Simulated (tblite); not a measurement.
Record of a relaxation.

C6H11B2N.
SMILES with atom numbers: `[CH:1]#[C:2][CH2:3][C@@H:4]1[BH:5][CH2:6][CH2:7][NH:8][BH:9]1` (hydrogens: H10 on C1; H11, H12 on C3; H13 on C4; H14 on B5; H15, H16 on C6; H17, H18 on C7; H19 on N8; H20 on B9)

Computed with GFN2-xTB (tblite), gas phase: L-BFGS steps from a force-field or distance-geometry start until the largest atomic force falls under 0.01 eV/Å. 9 of its 118 geometries are shown.

Step 0: E = -645.7308 eV, largest atomic force 3.185 eV/Å
```
atom  x, y, z in Å  |  force x, y, z in eV/Å
C1      3.628   -1.273   -0.894   -0.668   0.556   0.401
C2      2.836   -0.535   -0.351    1.025  -0.552  -0.194
C3      1.885    0.346    0.317    0.620   0.486  -0.441
C4      0.583    0.366   -0.495   -1.179  -1.593   1.029
B5     -0.391    1.350    0.317   -0.393   0.634  -1.450
C6     -1.856    0.805    0.595    1.196   0.406   1.929
C7     -2.269    0.043   -0.633   -0.859   0.129  -1.513
N8     -1.554   -1.199   -0.804    1.528  -0.946   1.807
B9     -0.071   -1.098   -0.418   -2.922   0.530   1.150
H10     4.299   -1.939   -1.389   -0.430   0.439   0.300
H11     1.695    0.018    1.356    0.135   0.012  -0.508
H12     2.223    1.396    0.353    0.494  -0.392   0.076
H13     0.699    0.630   -1.526    0.460   0.651  -0.379
H14    -0.157    2.519    0.254    0.067  -0.440   0.504
H15    -2.563    1.614    0.872    0.201  -0.744  -0.075
H16    -1.731    0.056    1.436   -0.664   0.806  -0.554
H17    -2.026    0.672   -1.508   -0.268  -0.083   0.039
H18    -3.373   -0.096   -0.621    0.560  -0.268  -0.138
H19    -2.052   -1.960   -0.272    0.783   0.877  -0.912
H20     0.190   -1.705    0.589    0.313  -0.504  -1.071
```

Step 15: E = -647.1541 eV, largest atomic force 0.416 eV/Å
```
atom  x, y, z in Å  |  force x, y, z in eV/Å
C1      3.627   -1.255   -0.908   -0.200   0.183   0.141
C2      2.852   -0.517   -0.365    0.232  -0.186  -0.065
C3      1.937    0.372    0.314    0.090  -0.028   0.204
C4      0.511    0.307   -0.269    0.077   0.173  -0.073
B5     -0.430    1.462    0.257   -0.165   0.049   0.054
C6     -1.914    1.001    0.539   -0.024  -0.157  -0.043
C7     -2.317    0.062   -0.605    0.093  -0.358  -0.190
N8     -1.529   -1.151   -0.462    0.072  -0.251  -0.052
B9     -0.173   -1.133   -0.212    0.227  -0.069   0.177
H10     4.301   -1.910   -1.370    0.011  -0.010  -0.060
H11     1.884    0.083    1.364    0.050  -0.150   0.167
H12     2.356    1.383    0.306   -0.097   0.084  -0.222
H13     0.628    0.491   -1.344   -0.063   0.144  -0.132
H14    -0.087    2.574    0.407    0.124  -0.058   0.081
H15    -2.691    1.732    0.767    0.153   0.131  -0.245
H16    -1.849    0.338    1.407   -0.104   0.106   0.251
H17    -2.100    0.511   -1.578    0.024   0.216  -0.106
H18    -3.369   -0.208   -0.617   -0.265   0.081   0.261
H19    -2.058   -2.006   -0.496   -0.067  -0.045  -0.017
H20     0.415   -2.127    0.042   -0.167   0.146  -0.132
```

Step 29: E = -647.3324 eV, largest atomic force 0.181 eV/Å
```
atom  x, y, z in Å  |  force x, y, z in eV/Å
C1      3.638   -1.259   -0.916   -0.014   0.027  -0.024
C2      2.888   -0.526   -0.339   -0.030  -0.048   0.056
C3      1.969    0.365    0.340    0.076   0.056   0.020
C4      0.535    0.282   -0.226    0.064   0.108   0.020
B5     -0.410    1.390    0.366    0.053   0.067  -0.039
C6     -1.943    1.041    0.475    0.080   0.078   0.010
C7     -2.346   -0.021   -0.555   -0.036   0.070   0.031
N8     -1.503   -1.198   -0.446   -0.046  -0.019  -0.105
B9     -0.133   -1.164   -0.268   -0.016  -0.028   0.116
H10     4.293   -1.897   -1.432   -0.014   0.016   0.032
H11     1.951    0.143    1.410    0.041  -0.157  -0.033
H12     2.346    1.388    0.238    0.035   0.039  -0.035
H13     0.620    0.588   -1.280   -0.064  -0.059  -0.105
H14     0.008    2.450    0.659   -0.057  -0.085   0.149
H15    -2.599    1.908    0.370   -0.024  -0.031  -0.003
H16    -2.121    0.641    1.483    0.004   0.022  -0.116
H17    -2.247    0.427   -1.557   -0.066  -0.095   0.028
H18    -3.392   -0.307   -0.408   -0.020  -0.033  -0.054
H19    -2.008   -2.060   -0.579    0.031  -0.021   0.064
H20     0.449   -2.179   -0.159    0.001   0.095  -0.012
```

Step 44: E = -647.3982 eV, largest atomic force 0.090 eV/Å
```
atom  x, y, z in Å  |  force x, y, z in eV/Å
C1      3.647   -1.262   -0.955    0.011  -0.015  -0.023
C2      2.894   -0.530   -0.381    0.000   0.026   0.043
C3      1.999    0.369    0.314   -0.032   0.029   0.003
C4      0.561    0.331   -0.245   -0.055   0.028   0.017
B5     -0.401    1.369    0.426   -0.039  -0.018   0.032
C6     -1.953    1.094    0.373    0.040  -0.042  -0.069
C7     -2.385   -0.049   -0.554    0.026   0.002  -0.001
N8     -1.486   -1.187   -0.442   -0.020   0.006   0.041
B9     -0.119   -1.116   -0.255   -0.022  -0.036  -0.037
H10     4.301   -1.912   -1.453    0.007  -0.011  -0.023
H11     1.970    0.094    1.372    0.045  -0.045  -0.003
H12     2.405    1.384    0.250    0.008   0.019  -0.031
H13     0.615    0.594   -1.311   -0.025   0.022  -0.001
H14    -0.014    2.276    1.064    0.021  -0.005   0.008
H15    -2.545    1.979    0.137   -0.010   0.016   0.012
H16    -2.224    0.820    1.399   -0.030   0.020   0.018
H17    -2.405    0.315   -1.591    0.053  -0.025   0.014
H18    -3.401   -0.373   -0.299    0.012   0.005  -0.042
H19    -1.957   -2.076   -0.526    0.015   0.038   0.015
H20     0.493   -2.109   -0.144   -0.005  -0.015   0.027
```

Step 58: E = -647.4236 eV, largest atomic force 0.108 eV/Å
```
atom  x, y, z in Å  |  force x, y, z in eV/Å
C1      3.633   -1.248   -1.037   -0.026   0.002   0.009
C2      2.881   -0.502   -0.478    0.008  -0.021   0.046
C3      2.003    0.380    0.266    0.035  -0.022   0.005
C4      0.537    0.337   -0.208    0.038  -0.038  -0.006
B5     -0.418    1.329    0.532    0.006  -0.006  -0.005
C6     -1.969    1.096    0.356   -0.084   0.035   0.058
C7     -2.333   -0.046   -0.603    0.004   0.017  -0.026
N8     -1.486   -1.202   -0.364    0.029   0.027  -0.012
B9     -0.121   -1.123   -0.177   -0.017   0.039  -0.017
H10     4.285   -1.915   -1.520   -0.043   0.062  -0.036
H11     2.034    0.065    1.313    0.026   0.024   0.015
H12     2.403    1.399    0.215   -0.031  -0.012  -0.055
H13     0.503    0.638   -1.266    0.021  -0.071  -0.012
H14    -0.025    2.174    1.247   -0.059  -0.031   0.012
H15    -2.500    2.001    0.052    0.006  -0.020  -0.014
H16    -2.367    0.851    1.349    0.013   0.008  -0.024
H17    -2.197    0.295   -1.637    0.038   0.039  -0.024
H18    -3.386   -0.329   -0.493    0.053   0.002   0.052
H19    -1.970   -2.084   -0.366   -0.063  -0.011  -0.027
H20     0.488   -2.107   -0.003    0.045  -0.023   0.058
```

Step 73: E = -647.4534 eV, largest atomic force 0.061 eV/Å
```
atom  x, y, z in Å  |  force x, y, z in eV/Å
C1      3.575   -1.215   -1.157   -0.031   0.032  -0.001
C2      2.856   -0.501   -0.518    0.009   0.040  -0.003
C3      2.017    0.399    0.247   -0.028   0.000   0.005
C4      0.529    0.314   -0.138   -0.004  -0.047  -0.016
B5     -0.439    1.256    0.644    0.035   0.043  -0.001
C6     -1.981    1.103    0.326    0.018   0.018   0.006
C7     -2.256   -0.032   -0.669    0.033  -0.003  -0.011
N8     -1.483   -1.209   -0.313    0.005   0.006  -0.001
B9     -0.135   -1.142   -0.028    0.020  -0.049   0.024
H10     4.202   -1.844   -1.717   -0.037  -0.006   0.016
H11     2.126    0.161    1.309    0.033  -0.002  -0.004
H12     2.380    1.421    0.090    0.031  -0.011   0.025
H13     0.445    0.546   -1.208   -0.030   0.008  -0.005
H14    -0.079    1.978    1.498   -0.034  -0.018  -0.024
H15    -2.420    2.024   -0.064    0.015   0.035   0.013
H16    -2.513    0.900    1.259   -0.009  -0.029  -0.008
H17    -1.953    0.305   -1.669   -0.011  -0.004  -0.060
H18    -3.320   -0.281   -0.711   -0.010  -0.002   0.046
H19    -2.013   -2.065   -0.279    0.004  -0.008  -0.024
H20     0.457   -2.106    0.274   -0.008  -0.005   0.023
```

Step 88: E = -647.4587 eV, largest atomic force 0.028 eV/Å
```
atom  x, y, z in Å  |  force x, y, z in eV/Å
C1      3.550   -1.205   -1.177   -0.001  -0.007  -0.010
C2      2.860   -0.480   -0.521   -0.025   0.012   0.006
C3      2.023    0.408    0.258   -0.013   0.000   0.012
C4      0.535    0.305   -0.121    0.002   0.001  -0.001
B5     -0.433    1.254    0.649   -0.007   0.004  -0.003
C6     -1.971    1.104    0.313    0.016  -0.007  -0.010
C7     -2.248   -0.032   -0.681   -0.003   0.002  -0.006
N8     -1.474   -1.210   -0.322   -0.011   0.008   0.001
B9     -0.133   -1.149   -0.003   -0.002  -0.002  -0.003
H10     4.158   -1.847   -1.742   -0.003  -0.002  -0.010
H11     2.147    0.164    1.317    0.006  -0.006   0.000
H12     2.374    1.435    0.106    0.020  -0.007   0.011
H13     0.441    0.528   -1.192    0.003   0.007  -0.003
H14    -0.084    1.978    1.504   -0.014   0.002  -0.009
H15    -2.401    2.030   -0.073   -0.009   0.010  -0.003
H16    -2.513    0.893    1.240   -0.002   0.007   0.011
H17    -1.964    0.298   -1.691    0.005  -0.014   0.022
H18    -3.312   -0.283   -0.699    0.011   0.000  -0.007
H19    -2.004   -2.067   -0.315    0.014  -0.006   0.000
H20     0.442   -2.113    0.328    0.011  -0.002   0.003
```

Step 102: E = -647.4610 eV, largest atomic force 0.022 eV/Å
```
atom  x, y, z in Å  |  force x, y, z in eV/Å
C1      3.507   -1.203   -1.214   -0.006   0.008   0.013
C2      2.845   -0.479   -0.528    0.008  -0.001  -0.003
C3      2.029    0.403    0.281   -0.004  -0.008  -0.002
C4      0.540    0.315   -0.099   -0.009   0.001  -0.007
B5     -0.439    1.269    0.650    0.001   0.001   0.006
C6     -1.972    1.105    0.299   -0.017   0.003   0.008
C7     -2.233   -0.041   -0.688   -0.001  -0.005  -0.004
N8     -1.460   -1.212   -0.310    0.007  -0.008  -0.019
B9     -0.122   -1.141    0.021   -0.001  -0.008   0.008
H10     4.095   -1.845   -1.800   -0.015   0.015  -0.001
H11     2.154    0.129    1.331    0.009   0.006   0.003
H12     2.394    1.428    0.152   -0.005  -0.013   0.008
H13     0.449    0.532   -1.171    0.009   0.006  -0.011
H14    -0.110    2.010    1.497    0.015   0.005   0.002
H15    -2.407    2.025   -0.099    0.007  -0.002   0.002
H16    -2.522    0.900    1.223    0.010   0.005  -0.006
H17    -1.935    0.284   -1.695   -0.006  -0.013  -0.005
H18    -3.296   -0.295   -0.719    0.009   0.003  -0.006
H19    -1.979   -2.076   -0.319   -0.009   0.006   0.017
H20     0.457   -2.099    0.364   -0.001  -0.002  -0.004
```

Step 117: E = -647.4617 eV, largest atomic force 0.009 eV/Å
```
atom  x, y, z in Å  |  force x, y, z in eV/Å
C1      3.488   -1.195   -1.229    0.002   0.006   0.003
C2      2.842   -0.475   -0.524    0.002  -0.002  -0.003
C3      2.029    0.401    0.294   -0.003   0.001   0.001
C4      0.542    0.313   -0.091    0.000  -0.002  -0.001
B5     -0.439    1.272    0.649    0.002   0.005   0.000
C6     -1.970    1.105    0.291   -0.001   0.000   0.003
C7     -2.224   -0.043   -0.695    0.000   0.001  -0.001
N8     -1.456   -1.214   -0.307   -0.004  -0.003  -0.001
B9     -0.120   -1.143    0.030   -0.002   0.000   0.000
H10     4.063   -1.831   -1.832    0.005  -0.001  -0.005
H11     2.155    0.120    1.343    0.000  -0.001  -0.001
H12     2.393    1.427    0.174    0.001  -0.001   0.006
H13     0.459    0.530   -1.165   -0.001  -0.002  -0.001
H14    -0.110    2.019    1.491    0.000  -0.004  -0.005
H15    -2.405    2.024   -0.109    0.001  -0.003   0.003
H16    -2.521    0.898    1.214   -0.004   0.008  -0.002
H17    -1.917    0.276   -1.701   -0.003  -0.003   0.000
H18    -3.288   -0.298   -0.736    0.003   0.007   0.000
H19    -1.981   -2.074   -0.298   -0.002  -0.005   0.000
H20     0.455   -2.100    0.380    0.003   0.000   0.003
```

**Question.** Summarise the path.

**Answer.** The energy falls by 167.01 kJ/mol from step 0 to step 117; nine tenths of that is first reached at step 25. It rises by more than 0.2 meV at step 2. The largest force goes from 3.185 to 0.009 eV/Å. Among the bonds N8–B9 changes most, from 1.535 to 1.380 Å; the atoms move by 0.582 Å rms after alignment.

**Question.** Follow the three bonds and two angles with the largest change from start to end.

**Answer.** 
```tsv
step	E above end (kJ/mol)	largest force (eV/Å)	N8–B9 (Å)	N8–H19 (Å)	C4–B5 (Å)	C3–C4–B5 (°)	B9–N8–H19 (°)
0	167.01	3.185	1.535	1.053	1.604	104.8	112.2
5	76.90	0.717	1.403	1.012	1.575	108.2	115.9
10	48.71	0.545	1.395	1.006	1.596	111.6	124.1
15	29.68	0.416	1.379	1.006	1.580	113.2	122.3
20	21.77	0.252	1.381	1.008	1.579	113.8	123.8
25	15.93	0.243	1.385	1.010	1.571	112.8	122.4
31	11.29	0.181	1.380	1.006	1.569	112.4	121.8
36	8.12	0.218	1.380	1.008	1.570	113.2	121.5
41	6.46	0.080	1.380	1.008	1.566	113.3	120.6
46	5.95	0.065	1.380	1.008	1.565	113.8	121.6
51	5.54	0.072	1.380	1.008	1.566	113.7	121.4
56	4.08	0.140	1.379	1.009	1.562	114.6	122.1
61	3.11	0.167	1.380	1.008	1.568	114.9	122.0
66	2.10	0.147	1.379	1.006	1.563	115.5	123.1
71	1.04	0.180	1.380	1.008	1.565	116.0	123.4
76	0.56	0.052	1.380	1.007	1.560	115.8	123.0
81	0.41	0.039	1.380	1.007	1.559	115.8	123.0
86	0.31	0.024	1.381	1.007	1.559	116.0	123.1
92	0.23	0.029	1.381	1.007	1.559	116.2	123.1
97	0.15	0.031	1.380	1.007	1.559	116.8	123.1
102	0.07	0.022	1.380	1.007	1.559	117.0	123.0
107	0.03	0.024	1.380	1.007	1.559	117.0	123.1
112	0.01	0.012	1.380	1.007	1.559	117.0	123.2
117	0.00	0.009	1.380	1.007	1.559	117.0	123.1
```

The cost below is that of the whole relaxation. The run took 1.5 s of wall time on Arm Neoverse N1, one thread, on a shared host.
